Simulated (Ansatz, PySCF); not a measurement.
Mo(NH)(F)3(Cl) (ClF₃HMoN), SMILES [NH]=[Mo]([F])([F])([Cl])[F], multiplicity 1. Atoms are numbered in the order given.

```xyz
7

Mo     0.2313     0.0505     0.0000
N      0.5188     1.7092     0.0000
H      0.6724     2.7172     0.0000
F      0.1894    -0.3873     1.8047
F      0.1894    -0.3873    -1.8047
F      1.9032    -0.7639     0.0000
Cl    -2.0697    -0.1098     0.0000
```

Geometry optimised at B3LYP-D3(BJ)/def2-SVP. The multiplicity is an assumed one; no other spin state was optimised. The structure was generated by enumeration; whether it is a known compound was not checked. The def2 effective core potentials stand for the cores of Mo; spin–orbit coupling is left out.

Two levels are set side by side: PBE-D3(BJ)/def2-SVP (Ansatz, a first-principles code) and B3LYP-D3(BJ)/def2-SVP (Ansatz). Each level has its own optimised geometry; the coordinates shown are those of the second. Frequencies come from the Hessian of PySCF at each geometry. Differences are taken from unrounded values.

| quantity | B3LYP-D3(BJ) |
|---|---|
| mean bond length (Å) | 1.764 |
| bond Mo1–N2 (Å) | 1.683 |
| bond Mo1–F4 (Å) | 1.858 |
| bond Mo1–F5 (Å) | 1.858 |
| bond Mo1–F6 (Å) | 1.860 |
| bond Mo1–Cl7 (Å) | 2.307 |
| bond N2–H3 (Å) | 1.020 |
| highest harmonic wavenumber (cm⁻¹) | 3610 |
| mean harmonic wavenumber (cm⁻¹) | 651 |
| zero-point energy (kcal/mol) | 13.97 |

Problem. What does PBE-D3(BJ) give, and how far is it from B3LYP-D3(BJ)? (The exact figures need the calculation; the answer reports its results.)

Solution. 
```csv
quantity,PBE-D3(BJ),PBE-D3(BJ) minus B3LYP-D3(BJ)
mean bond length (Å),1.772,0.008
bond Mo1–N2 (Å),1.697,0.013
bond Mo1–F4 (Å),1.866,0.009
bond Mo1–F5 (Å),1.866,0.009
bond Mo1–F6 (Å),1.868,0.008
bond Mo1–Cl7 (Å),2.308,0.002
bond N2–H3 (Å),1.026,0.006
highest harmonic wavenumber (cm⁻¹),3546,-63
mean harmonic wavenumber (cm⁻¹),634,-17
zero-point energy (kcal/mol),13.60,-0.36
```

Exact exchange shortens and stiffens bonds; PBE has none. Differences between two approximate levels are no errors against the true value.
